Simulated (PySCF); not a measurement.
Structure with atom numbers: `[Cl:1][B:2]([Cl:3])[C@@H:4]1[CH2:5][BH:6][CH2:7][CH2:8][CH2:9]1`; H(Xn) means a hydrogen on atom n. Ha(C5), Ha(C7), Ha(C8), Ha(C9) are cis to B2 on the ring; Hb(C5), Hb(C7), Hb(C8), Hb(C9) are trans to B2 on the ring.

Single conformer, rapidly exchanging positions averaged, no solvent model, non-relativistic Hamiltonian. Shielding tensors at PBE0/pcSseg-1 (GIAO); PBE0-D3(BJ)/def2-SVP geometry; PySCF 2.14.

Question: List the cross peaks expected in HSQC, COSY and HMBC spectra.

Answer: 

HSQC (one-bond C–H):
```tsv
δH	δC
2.11 (Ha(C7))	29.5 (C7)
2.03 (Ha(C5))	31.2 (C5)
2.01 (H(C4))	38.0 (C4)
2.00 (Ha(C9))	33.5 (C9)
1.72 (Hb(C9))	33.5 (C9)
1.68 (Hb(C8))	25.0 (C8)
1.24 (Ha(C8))	25.0 (C8)
0.78 (Hb(C5))	31.2 (C5)
0.62 (Hb(C7))	29.5 (C7)
```

COSY cross peaks (H two or three bonds apart, from the bond graph; peaks can be absent where the dihedral angle is near 90°):
```tsv
δH	δH
7.66 (H(B6))	2.11 (Ha(C7))
7.66 (H(B6))	2.03 (Ha(C5))
7.66 (H(B6))	0.78 (Hb(C5))
7.66 (H(B6))	0.62 (Hb(C7))
2.11 (Ha(C7))	1.68 (Hb(C8))
2.11 (Ha(C7))	1.24 (Ha(C8))
2.11 (Ha(C7))	0.62 (Hb(C7))
2.03 (Ha(C5))	2.01 (H(C4))
2.03 (Ha(C5))	0.78 (Hb(C5))
2.01 (H(C4))	2.00 (Ha(C9))
2.01 (H(C4))	1.72 (Hb(C9))
2.01 (H(C4))	0.78 (Hb(C5))
2.00 (Ha(C9))	1.72 (Hb(C9))
2.00 (Ha(C9))	1.68 (Hb(C8))
2.00 (Ha(C9))	1.24 (Ha(C8))
1.72 (Hb(C9))	1.68 (Hb(C8))
1.72 (Hb(C9))	1.24 (Ha(C8))
1.68 (Hb(C8))	1.24 (Ha(C8))
1.68 (Hb(C8))	0.62 (Hb(C7))
1.24 (Ha(C8))	0.62 (Hb(C7))
```

HMBC (two and three bonds, from the bond graph):
```tsv
δH	δC
7.66 (H(B6))	38.0 (C4), 31.2 (C5), 29.5 (C7), 25.0 (C8)
2.11 (Ha(C7))	33.5 (C9), 31.2 (C5), 25.0 (C8)
2.03 (Ha(C5))	38.0 (C4), 33.5 (C9), 29.5 (C7)
2.01 (H(C4))	33.5 (C9), 31.2 (C5), 25.0 (C8)
2.00 (Ha(C9))	38.0 (C4), 31.2 (C5), 29.5 (C7), 25.0 (C8)
1.72 (Hb(C9))	38.0 (C4), 31.2 (C5), 29.5 (C7), 25.0 (C8)
1.68 (Hb(C8))	38.0 (C4), 33.5 (C9), 29.5 (C7)
1.24 (Ha(C8))	38.0 (C4), 33.5 (C9), 29.5 (C7)
0.78 (Hb(C5))	38.0 (C4), 33.5 (C9), 29.5 (C7)
0.62 (Hb(C7))	33.5 (C9), 31.2 (C5), 25.0 (C8)
```

Shifts are taken against calculated references (same method and geometry level): TMS for 1H (σ = 31.27 ppm), 13C (σ = 184.41 ppm).

Short H···H contacts in this conformer between protons four or more bonds apart (candidates for NOE cross peaks, intensity ∝ r⁻⁶): Hb(C5)···Hb(C9) 2.58 Å.

Hydrogens on boron are broadened and split by 11B (spin 3/2, 80 %) and 10B (spin 3). A carbon bonded to boron is broadened by the quadrupolar boron nucleus and is often missing from a measured spectrum. Shifts are as computed. Against solution values, carbons near 30 ppm lie about +2 ppm off and those near 130 ppm about +5 ppm. Of 1211 compounds with measured shifts, 218 miss one by over three times the rms of a fit or turn the order of signals round; such compounds aren't used in these exercises.
